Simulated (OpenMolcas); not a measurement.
## 3d5 along the 23-electron sequence

```json
{
  "Program": "OpenMolcas 26.06",
  "Method": "CASSCF",
  "Basis": "ANO-RCC-VQZP",
  "Scalar Hamiltonian": "DKH2, point nucleus",
  "Spin-orbit coupling": "RASSI with atomic mean-field integrals over the reference wave functions, term energies averaged over their components"
}
```

Active space for each ion: 5 electrons in 5 orbitals (3d).

Computed levels in cm-1 above 6S 5/2:

| Level | Cr+ | Mn2+ | Fe3+ | Co4+ | Ni5+ | Cu6+ |
| --- | --- | --- | --- | --- | --- | --- |
| 4G 5/2 | 26131 | 32190 | 37633 | 42464 | 47280 | 51859 |
| 4G 7/2 | 26138 | 32203 | 37656 | 42505 | 47346 | 51961 |
| 4G 11/2 | 26139 | 32206 | 37662 | 42516 | 47364 | 51989 |
| 4G 9/2 | 26142 | 32210 | 37670 | 42529 | 47386 | 52023 |
| 4P 5/2 | 30000 | 37020 | 43306 | 48837 | 54300 | 59435 |
| 4P 3/2 | 30018 | 37057 | 43374 | 48953 | 54484 | 59714 |
| 4P 1/2 | 30040 | 37101 | 43454 | 49093 | 54708 | 60055 |
| 4D 7/2 | 32512 | 40017 | 46753 | 52754 | 58709 | 64396 |
| 4D 1/2 | 32534 | 40058 | 46829 | 52887 | 58924 | 64731 |
| weight of 6S in the lowest level (%) | 100 | 100 | 100 | 100 | 100 | 100 |

Measured, with the error of the calculation in %. Measured levels: Cr+ from NIST Handbook of Basic Atomic Spectroscopic Data; Mn2+ from Corliss and Sugar, J. Phys. Chem. Ref. Data 6, 1253 (1977); Fe3+ from Corliss and Sugar, J. Phys. Chem. Ref. Data 11, 135 (1982); Co4+ from Sugar and Corliss, J. Phys. Chem. Ref. Data 10, 1097 (1981); Ni5+ from Corliss and Sugar, J. Phys. Chem. Ref. Data 10, 197 (1981); Cu6+ from the list in Gamrath, thesis, University of Mons (2023).

| Level | Cr+ | Mn2+ | Fe3+ | Co4+ | Ni5+ | Cu6+ |
| --- | --- | --- | --- | --- | --- | --- |
| 4G 5/2 | 20512 (+27.4) | 26858 (+19.9) |  |  |  |  |
| 4G 7/2 | 20518 (+27.4) | 26860 (+19.9) |  |  |  |  |
| 4G 11/2 | 20512 (+27.4) | 26824 (+20.1) | 32246 (+16.8) | 37218 (+14.2) | 41921 (+13.0) |  |
| 4G 9/2 | 20519 (+27.4) | 26851 (+20.0) |  |  |  |  |
| 4P 5/2 | 21823 (+37.5) | 29168 (+26.9) | 35254 (+22.8) | 40753 (+19.8) | 45884 (+18.3) | 50732 (+17.2) |
| 4P 3/2 | 21824 (+37.5) |  | 35333 (+22.8) | 40891 (+19.7) | 46104 (+18.2) | 51067 (+16.9) |
| 4P 1/2 | 21824 (+37.6) |  | 35407 (+22.7) | 41024 (+19.7) | 46325 (+18.1) | 51407 (+16.8) |
| 4D 7/2 |  | 32307 (+23.9) | 38779 (+20.6) | 44709 (+18.0) | 50331 (+16.6) | 55742 (+15.5) |
| 4D 1/2 |  | 32369 (+23.8) | 38897 (+20.4) | 44908 (+17.8) |  | 56210 (+15.2) |

4G 5/2 changes by a factor of 1.98 over the same range, with steps per unit of Z of +6060, +5440, +4830, +4820, +4580 cm-1.

Without dynamic correlation excited terms often stand tens of per cent too high (terms of higher spin than the ground term too low), and those without a measured partner can miss by more than the paired ones. Some high roots are left out of the spin-orbit mixing, which shifts the levels that they would mix with (holds for Cr+). Computed and measured levels are paired by configuration, term and J; levels that our copy of the source lacks, or whose pairing is in doubt (as where it misses far off the trend of its configuration), stay unpaired and out of the deviations. Only configurations of the active space appear.
